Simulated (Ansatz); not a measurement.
System: dibromosilane, sum formula SiH$_{2}$Br$_{2}$ (charge 0, singlet). 
Structure (B3LYP-D3(BJ)/def2-TZVP (Ansatz, a program for electronic structure) minimum search):
SMILES: Br[SiH2]Br
```xyz
5

Si     0.0001    -1.0070     0.0278
Br    -1.8283     0.2549     0.0509
Br     1.8283     0.2520    -0.0649
H      0.0389    -1.7887     1.2729
H     -0.0386    -1.8561    -1.1724
```

Basis-set convergence of Hartree-Fock and CCSD correlation energies (hartree) with Ansatz. Cores are frozen in the correlated levels unless marked. Spin-orbit coupling is left out. Frozen are the shells of the preceding noble gas and the d and f shells that filled before the atom's block. No relativistic terms.

```tsv
basis	functions	E(HF)	E(corr, CCSD)
def2-SVPD	122	-5434.30857	-0.38783
def2-TZVPPD	196	-5435.03977	-0.48663
def2-QZVPPD	338	-5435.14670	-0.52794
```

Extrapolating the two largest sets (X = 3 and 4) as X^-3: E(corr) = (64·(-0.52794) - 27·(-0.48663))/37 = -0.5581 Eh, an estimate of the basis-set limit. The largest set recovers 94.6 % of it, the smallest 69.5 %.
